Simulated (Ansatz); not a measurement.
One change: `Cl[SiH2][O][GeH2][Cl]` becomes `CO[SiH2]Cl`.

Ansatz, PBE0-D4/def2-TZVP geometries, multiplicity 1. Each molecule was computed in one conformer, which needn't be the lowest.

Scalar relativity is left out up to krypton.

| property | `Cl[SiH2][O][GeH2][Cl]` |
| --- | --- |
| HOMO–LUMO gap (ωB97M-V/def2-TZVPP) / eV | 12.72 |
| LUMO energy (ωB97M-V/def2-TZVPP) / eV | 1.68 |
| HOMO–LUMO gap (PBE/def2-TZVPP) / eV | 6.21 |
| HOMO energy (PBE/def2-TZVPP) / eV | -7.41 |
| HOMO energy (PBE0/def2-TZVPP) / eV | -8.80 |
| LUMO energy (PBE/def2-TZVPP) / eV | -1.21 |

Question: Give the same properties after the change, and the shifts. (Estimate.)

Answer: Computed: 
```
                               property  `CO[SiH2]Cl`  shift
HOMO–LUMO gap (ωB97M-V/def2-TZVPP) / eV         13.20   0.48
  LUMO energy (ωB97M-V/def2-TZVPP) / eV          2.22   0.54
    HOMO–LUMO gap (PBE/def2-TZVPP) / eV          6.74   0.53
      HOMO energy (PBE/def2-TZVPP) / eV         -7.14   0.27
     HOMO energy (PBE0/def2-TZVPP) / eV         -8.66   0.14
      LUMO energy (PBE/def2-TZVPP) / eV         -0.40   0.81
```

With PBE0 the HOMO rises by 0.14 eV and the LUMO rises by 0.70 eV, so the gap widens by about 0.56 eV. PBE moves the HOMO by 0.27 eV and ωB97M-V by 0.06 eV.
